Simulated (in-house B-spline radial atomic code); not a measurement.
Checks on a self-consistent run for In⁴⁺, [Kr] 4d8 8f1. Level of theory: Dirac-Hartree-Fock, average of configuration, Fermi nucleus of rms radius 4.6156 fm; calculated with a radial B-spline atomic code at the basis-set limit.

```json
{"orbital": "1s1/2", "q": "2", "ε (Eh)": "-1035.28508", "<1/r>": "51.8585", "<r²>": "0.0011941", "small-component weight": "0.032341"}
{"orbital": "2s1/2", "q": "2", "ε (Eh)": "-160.45286", "<1/r>": "12.0236", "<r²>": "0.0193597", "small-component weight": "0.0068471"}
{"orbital": "2p1/2", "q": "2", "ε (Eh)": "-149.34975", "<1/r>": "11.967", "<r²>": "0.0144846", "small-component weight": "0.0068281"}
{"orbital": "2p3/2", "q": "4", "ε (Eh)": "-141.56457", "<1/r>": "11.1849", "<r²>": "0.0157859", "small-component weight": "0.0065334"}
{"orbital": "3s1/2", "q": "2", "ε (Eh)": "-33.89652", "<1/r>": "4.25134", "<r²>": "0.137271", "small-component weight": "0.0019771"}
{"orbital": "3p1/2", "q": "2", "ε (Eh)": "-29.37345", "<1/r>": "4.14962", "<r²>": "0.132748", "small-component weight": "0.0019126"}
{"orbital": "3p3/2", "q": "4", "ε (Eh)": "-27.92350", "<1/r>": "3.96208", "<r²>": "0.141073", "small-component weight": "0.0018362"}
{"orbital": "3d3/2", "q": "4", "ε (Eh)": "-20.00717", "<1/r>": "3.78944", "<r²>": "0.12261", "small-component weight": "0.0017051"}
{"orbital": "3d5/2", "q": "6", "ε (Eh)": "-19.71443", "<1/r>": "3.7405", "<r²>": "0.125121", "small-component weight": "0.0016818"}
{"orbital": "4s1/2", "q": "2", "ε (Eh)": "-7.68270", "<1/r>": "1.63563", "<r²>": "0.801735", "small-component weight": "0.00050536"}
{"orbital": "4p1/2", "q": "2", "ε (Eh)": "-6.09829", "<1/r>": "1.52756", "<r²>": "0.899306", "small-component weight": "0.00045356"}
{"orbital": "4p3/2", "q": "4", "ε (Eh)": "-5.83398", "<1/r>": "1.47352", "<r²>": "0.950484", "small-component weight": "0.00043404"}
{"orbital": "4d3/2", "q": "3.2", "ε (Eh)": "-3.35243", "<1/r>": "1.23203", "<r²>": "1.31925", "small-component weight": "0.00032"}
{"orbital": "4d5/2", "q": "4.8", "ε (Eh)": "-3.31408", "<1/r>": "1.21736", "<r²>": "1.34609", "small-component weight": "0.00031419"}
{"orbital": "8f5/2", "q": "0.42857", "ε (Eh)": "-0.21445", "<1/r>": "0.0998268", "<r²>": "296.262", "small-component weight": "9.6739e-06"}
{"orbital": "8f7/2", "q": "0.57143", "ε (Eh)": "-0.21444", "<1/r>": "0.0996435", "<r²>": "296.353", "small-component weight": "9.6297e-06"}
```

Electron-electron repulsion V_ee = 2103.4439 hartree.

Question: What total energy follows from the eigenvalues?

Answer: The eigenvalues count the repulsion twice, so E = Σqε - V_ee = -3770.731 - 2103.444 = -5874.174 hartree; the run printed -5874.174.

Question: Does the Dirac virial theorem hold?

Answer: For a point nucleus E = -2c²Σq·w, with w the small-component weight. Here Σq·w = 0.1564 and c = 137.0360, so the ratio E/(-2c²Σq·w) is 1.000045; the finite nucleus accounts for the departure from 1.

Question: What diamagnetic shielding (Lamb formula) and susceptibility (Langevin formula) do the radii give?

Answer: σ = (α²/3)Σq<1/r> = 288.795/(3·137.036²) = 5126.2 ppm, and χ = -0.79199×10⁻⁶·Σq<r²> = -250.8×10⁻⁶ cm³/mol with Σq<r²> = 316.68 bohr². Both are non-relativistic formulas without the paramagnetism of open shells.
